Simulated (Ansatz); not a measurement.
One change: `F/C(=N\[SiH3])[SiH2]Cl` becomes `C/C(F)=N/[SiH3]`.

Ansatz, PBE0-D4/def2-TZVP geometries, multiplicity 1. Each molecule was computed in one conformer, which needn't be the lowest.

```csv
property,`F/C(=N\[SiH3])[SiH2]Cl`
LUMO energy (PBE/def2-TZVPP) / eV,-2.41
HOMO–LUMO gap (PBE0/def2-TZVPP) / eV,6.65
size of the dipole moment (PBE/def2-TZVPP) / D,0.97
HOMO energy (PBE/def2-TZVPP) / eV,-6.73
LUMO energy (ωB97M-V/def2-TZVPP) / eV,0.73
HOMO–LUMO gap (ωB97M-V/def2-TZVPP) / eV,11.07
```

Question: What does the change do to each property? (Best estimate.)

Answer: The calculation gave: 
```
                                      property  `C/C(F)=N/[SiH3]`  shift
             LUMO energy (PBE/def2-TZVPP) / eV              -1.45   0.96
          HOMO–LUMO gap (PBE0/def2-TZVPP) / eV               7.51   0.86
size of the dipole moment (PBE/def2-TZVPP) / D               1.56   0.59
             HOMO energy (PBE/def2-TZVPP) / eV              -6.45   0.28
         LUMO energy (ωB97M-V/def2-TZVPP) / eV               1.81   1.08
       HOMO–LUMO gap (ωB97M-V/def2-TZVPP) / eV              12.03   0.96
```

With PBE0 the HOMO rises by 0.20 eV and the LUMO rises by 1.05 eV, so the gap widens by about 0.85 eV. PBE moves the HOMO by 0.28 eV and ωB97M-V by 0.11 eV. Dipoles are sizes alone; their direction can turn.

Positive LUMOs are unbound, so they and the gaps depend on the basis.
